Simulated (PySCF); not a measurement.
AlBGeH3O, CH5AlGeO, AlGeH2O, Al2GeH2O and others (calculated)

Computed with PySCF 2.14.0. Calculation on a computer-drawn molecule: the log of a Hartree-Fock and frozen-core CCSD(T) single point meant for a local Hartree-Fock minimum, with one planted fault or none, to be diagnosed. Offsets are logged minus clean, where the clean run is the same molecule without the fault. The reference is restricted for singlets and unrestricted otherwise, and also for a bond in bohr or an excited solution. Adding or removing an electron swaps singlet and doublet. The excited solution moves the top pair (singlet) or top alpha electron (doublet) to the lowest empty orbital. Highest occupied and lowest empty are orbital energies over both spins, largest force is the largest gradient component, triples share is (T) over the correlation energy, the T1 limit is 0.02 restricted and 0.045 unrestricted, electrons count all cores, a negative frequency is imaginary (commonest isotopes), and the dipole is about the centre of nuclear charge; on germanium a core potential holds 10 electrons, which the energies leave out, and 3d is frozen in MP2 and coupled-cluster steps.

Common to all runs: meant multiplicity 1; logged SCF converged yes; logged CC converged yes; logged SCF stable within its kind yes; possible faults no fault, one electron removed, one electron added, multiplicity raised by two, geometry at a saddle point, SCF held on an excited solution, minimal basis STO-3G, one bond length entered in bohr, all coordinates scaled.

```json
{"entry": 1, "formula": "AlBGeH3O", "logged_structure": {"atoms_angstrom": [["O", 1.1227, 0.8563, 3.3309], ["Al", 1.2429, 0.6259, 1.7873], ["B", 0.9544, 0.4642, -0.3484], ["Ge", -0.8085, 0.9612, -1.2999], ["H", 1.808, 0.0758, -1.0874], ["H", -1.9274, -0.0408, -1.5086], ["H", -1.0878, 2.3622, -1.8087]]}, "given": {"meant_charge": 1, "meant_basis": "cc-pV(D+d)Z", "meant_basis_and_core_potential_on_germanium": "cc-pVDZ-PP ECP10MDF", "logged_electrons": 61, "logged_basis_functions": 89, "logged_spin_squared": 0.7671, "logged_highest_occupied [eV]": -7.7388, "logged_lowest_empty [eV]": -0.67939, "logged_largest_force [hartree/bohr]": 0.012928, "logged_T1_diagnostic": 0.030641, "logged_D1_diagnostic": 0.092164, "logged_triples_share": 0.037384, "logged_dipole_magnitude [debye]": 6.1406, "logged_energy_HF [hartree]": -636.48578, "logged_energy_CCSD(T) [hartree]": -636.94897, "drawn_bonds_atom": [1, 2, 3, 3, 4, 4], "drawn_bonds_other_atom": [2, 3, 4, 5, 6, 7], "drawn_bonds_order": [2, 1, 1, 1, 1, 1]}, "results": {"planted_fault": "one electron added", "HF_energy_offset_from_clean_run [kcal/mol]": -161.0, "CCSD(T)_energy_offset_from_clean_run [kcal/mol]": -165.8}}
{"entry": 2, "formula": "AlBGeH3O", "logged_structure": {"atoms_angstrom": [["O", 1.1227, 0.8563, 3.3309], ["Al", 1.2429, 0.6259, 1.7873], ["B", 0.9544, 0.4642, -0.3484], ["Ge", -0.8085, 0.9612, -1.2999], ["H", 1.808, 0.0758, -1.0874], ["H", -1.9274, -0.0408, -1.5086], ["H", -1.3364, 3.6087, -2.2614]]}, "given": {"meant_charge": 1, "meant_basis": "cc-pV(D+d)Z", "meant_basis_and_core_potential_on_germanium": "cc-pVDZ-PP ECP10MDF", "logged_electrons": 60, "logged_basis_functions": 89, "logged_spin_squared": 0.9212, "logged_highest_occupied [eV]": -14.323, "logged_lowest_empty [eV]": -6.583, "logged_largest_force [hartree/bohr]": 0.0083088, "logged_T1_diagnostic": 0.049782, "logged_D1_diagnostic": 0.15786, "logged_triples_share": 0.04755, "logged_dipole_magnitude [debye]": 10.347, "logged_energy_HF [hartree]": -636.13369, "logged_energy_CCSD(T) [hartree]": -636.57412, "drawn_bonds_atom": [1, 2, 3, 3, 4, 4], "drawn_bonds_other_atom": [2, 3, 4, 5, 6, 7], "drawn_bonds_order": [2, 1, 1, 1, 1, 1]}, "results": {"planted_fault": "one bond length entered in bohr, row 6 of the drawn bonds", "HF_energy_offset_from_clean_run [kcal/mol]": 59.96, "CCSD(T)_energy_offset_from_clean_run [kcal/mol]": 69.41}, "notes": ["T1 above single-reference limit"]}
{"entry": 3, "formula": "CH5AlGeO", "logged_structure": {"atoms_angstrom": [["O", 2.2179, -0.7488, 2.3533], ["Al", 1.6154, -0.6003, 0.9063], ["C", 0.8788, -0.4243, -0.8724], ["Ge", -0.271, 1.143, -1.2396], ["H", 0.2981, -1.3285, -1.0862], ["H", 1.7139, -0.4056, -1.5816], ["H", -0.753, 1.0894, -2.6905], ["H", -1.4761, 1.1231, -0.295], ["H", 0.5313, 2.4271, -1.0107]]}, "given": {"meant_charge": 0, "meant_basis": "cc-pV(D+d)Z", "meant_basis_and_core_potential_on_germanium": "cc-pVDZ-PP ECP10MDF", "logged_electrons": 65, "logged_basis_functions": 99, "logged_spin_squared": 0.8753, "logged_highest_occupied [eV]": 0.24051, "logged_lowest_empty [eV]": 6.8963, "logged_largest_force [hartree/bohr]": 0.031792, "logged_T1_diagnostic": 0.031134, "logged_D1_diagnostic": 0.11326, "logged_triples_share": 0.035394, "logged_dipole_magnitude [debye]": 11.242, "logged_energy_HF [hartree]": -650.879, "logged_energy_CCSD(T) [hartree]": -651.44958, "drawn_bonds_atom": [1, 2, 3, 3, 3, 4, 4, 4], "drawn_bonds_other_atom": [2, 3, 4, 5, 6, 7, 8, 9], "drawn_bonds_order": [2, 1, 1, 1, 1, 1, 1, 1]}, "results": {"planted_fault": "one electron added", "HF_energy_offset_from_clean_run [kcal/mol]": 22.16, "CCSD(T)_energy_offset_from_clean_run [kcal/mol]": 12.2}, "notes": ["highest electron not bound in this basis"]}
{"entry": 4, "formula": "AlGeH2O", "logged_structure": {"atoms_angstrom": [["O", -0.3345, 3.9827, -2.3237], ["Al", -0.0341, 2.6023, -1.2995], ["Ge", 0.6835, 0.4561, 0.313], ["H", -0.5336, 0.9036, 1.4748], ["H", -0.3563, -0.5977, -0.6032]]}, "given": {"meant_charge": -1, "meant_basis": "aug-cc-pV(D+d)Z", "meant_basis_and_core_potential_on_germanium": "aug-cc-pVDZ-PP ECP10MDF", "logged_electrons": 56, "logged_basis_functions": 105, "logged_spin_squared": 0.0, "logged_highest_occupied [eV]": -3.9752, "logged_lowest_empty [eV]": 3.3337, "logged_largest_force [hartree/bohr]": 0.068341, "logged_T1_diagnostic": 0.031353, "logged_D1_diagnostic": 0.075299, "logged_triples_share": 0.048072, "logged_dipole_magnitude [debye]": 6.5534, "logged_energy_HF [hartree]": -611.34049, "logged_energy_CCSD(T) [hartree]": -611.7791, "drawn_bonds_atom": [1, 2, 3, 3], "drawn_bonds_other_atom": [2, 3, 4, 5], "drawn_bonds_order": [2, 1, 1, 1]}, "results": {"planted_fault": "all coordinates scaled, by +9.0 %", "HF_energy_offset_from_clean_run [kcal/mol]": 15.83, "CCSD(T)_energy_offset_from_clean_run [kcal/mol]": 7.664}, "notes": ["T1 above single-reference limit"]}
{"entry": 5, "formula": "Al2GeH2O", "logged_structure": {"atoms_angstrom": [["O", -0.5613, 4.33, 0.4115], ["Al", -0.048, 2.78, 0.9098], ["Ge", 0.5177, 0.249, 1.6278], ["Al", -1.5808, -1.6988, 1.2911], ["H", 1.8952, -0.1029, 0.7461], ["H", 1.03, 0.4034, 3.2129]]}, "given": {"meant_charge": 0, "meant_basis": "cc-pV(D+d)Z", "meant_basis_and_core_potential_on_germanium": "cc-pVDZ-PP ECP10MDF", "logged_electrons": 68, "logged_basis_functions": 93, "logged_spin_squared": 0.0, "logged_highest_occupied [eV]": -8.2583, "logged_lowest_empty [eV]": -0.48968, "logged_largest_force [hartree/bohr]": 0.084102, "logged_T1_diagnostic": 0.035126, "logged_D1_diagnostic": 0.089172, "logged_triples_share": 0.04616, "logged_dipole_magnitude [debye]": 9.9177, "logged_energy_HF [hartree]": -853.18396, "logged_energy_CCSD(T) [hartree]": -853.64197, "drawn_bonds_atom": [1, 2, 3, 3, 3], "drawn_bonds_other_atom": [2, 3, 4, 5, 6], "drawn_bonds_order": [2, 1, 1, 1, 1]}, "results": {"planted_fault": "all coordinates scaled, by +8.3 %", "HF_energy_offset_from_clean_run [kcal/mol]": 18.78, "CCSD(T)_energy_offset_from_clean_run [kcal/mol]": 10.23}, "notes": ["T1 above single-reference limit"]}
{"entry": 6, "formula": "Al2GeH2O", "logged_structure": {"atoms_angstrom": [["O", -0.5183, 3.9982, 0.38], ["Al", -0.0443, 2.567, 0.8401], ["Ge", 0.478, 0.2299, 1.503], ["Al", -1.4596, -1.5686, 1.1921], ["H", 1.7499, -0.095, 0.6889], ["H", 0.951, 0.3725, 2.9666]]}, "given": {"meant_charge": 0, "meant_basis": "cc-pV(D+d)Z", "meant_basis_and_core_potential_on_germanium": "cc-pVDZ-PP ECP10MDF", "logged_electrons": 68, "logged_basis_functions": 93, "logged_spin_squared": 0.0, "logged_highest_occupied [eV]": -8.2238, "logged_lowest_empty [eV]": -0.25953, "logged_largest_force [hartree/bohr]": 2.029e-05, "logged_lowest_frequency [cm^-1]": 51.623, "logged_T1_diagnostic": 0.029874, "logged_D1_diagnostic": 0.072967, "logged_triples_share": 0.039028, "logged_dipole_magnitude [debye]": 8.0851, "logged_energy_HF [hartree]": -853.21389, "logged_energy_CCSD(T) [hartree]": -853.65827, "drawn_bonds_atom": [1, 2, 3, 3, 3], "drawn_bonds_other_atom": [2, 3, 4, 5, 6], "drawn_bonds_order": [2, 1, 1, 1, 1]}, "results": {"planted_fault": "no fault", "HF_energy_offset_from_clean_run [kcal/mol]": 0.0, "CCSD(T)_energy_offset_from_clean_run [kcal/mol]": 0.0}, "notes": ["T1 above single-reference limit"]}
{"entry": 7, "formula": "AlGeH2O2", "logged_structure": {"atoms_angstrom": [["O", -2.0153, 3.5691, 1.5278], ["Al", -1.0665, 2.3488, 1.2772], ["O", -0.0297, 1.0153, 1.0043], ["Ge", 1.9026, -1.4701, 0.4989], ["H", 1.9153, -2.5245, 1.5737], ["H", 2.689, -1.4433, -0.7849]]}, "given": {"meant_charge": 1, "meant_basis": "cc-pV(D+d)Z", "meant_basis_and_core_potential_on_germanium": "cc-pVDZ-PP ECP10MDF", "logged_electrons": 62, "logged_basis_functions": 84, "logged_spin_squared": 1.0107, "logged_highest_occupied [eV]": -14.489, "logged_lowest_empty [eV]": -5.7502, "logged_largest_force [hartree/bohr]": 0.16515, "logged_T1_diagnostic": 0.040693, "logged_D1_diagnostic": 0.21707, "logged_triples_share": 0.031751, "logged_dipole_magnitude [debye]": 4.3196, "logged_energy_HF [hartree]": -685.80918, "logged_energy_CCSD(T) [hartree]": -686.30728, "drawn_bonds_atom": [1, 2, 3, 4, 4], "drawn_bonds_other_atom": [2, 3, 4, 5, 6], "drawn_bonds_order": [2, 1, 1, 1, 1]}, "results": {"planted_fault": "one bond length entered in bohr, row 3 of the drawn bonds", "HF_energy_offset_from_clean_run [kcal/mol]": 71.44, "CCSD(T)_energy_offset_from_clean_run [kcal/mol]": 101.2}}
{"entry": 8, "formula": "AlGeH2O2", "logged_structure": {"atoms_angstrom": [["O", -2.0153, 3.5691, 1.5278], ["Al", -1.0665, 2.3488, 1.2772], ["O", -0.0297, 1.0153, 1.0043], ["Ge", 0.9929, -0.2999, 0.7368], ["H", 1.0055, -1.3544, 1.8116], ["H", 1.7792, -0.2731, -0.5469]]}, "given": {"meant_charge": 1, "meant_basis": "cc-pV(D+d)Z", "meant_basis_and_core_potential_on_germanium": "cc-pVDZ-PP ECP10MDF", "logged_electrons": 62, "logged_basis_functions": 84, "logged_spin_squared": 0.0, "logged_highest_occupied [eV]": -14.684, "logged_lowest_empty [eV]": -6.0866, "logged_largest_force [hartree/bohr]": 2.1864e-05, "logged_lowest_frequency [cm^-1]": 67.196, "logged_T1_diagnostic": 0.031332, "logged_D1_diagnostic": 0.08566, "logged_triples_share": 0.034292, "logged_dipole_magnitude [debye]": 11.71, "logged_energy_HF [hartree]": -685.92303, "logged_energy_CCSD(T) [hartree]": -686.4685, "drawn_bonds_atom": [1, 2, 3, 4, 4], "drawn_bonds_other_atom": [2, 3, 4, 5, 6], "drawn_bonds_order": [2, 1, 1, 1, 1]}, "results": {"planted_fault": null}, "notes": ["T1 above single-reference limit"]}
```

**Q.** Which fault was planted in the run of AlGeH2O2 (entry 8)?
**A.** no fault

Further results for AlGeH2O2 (entry 8):

- HF energy offset from clean run: 0 kcal/mol
- CCSD(T) energy offset from clean run: 0 kcal/mol
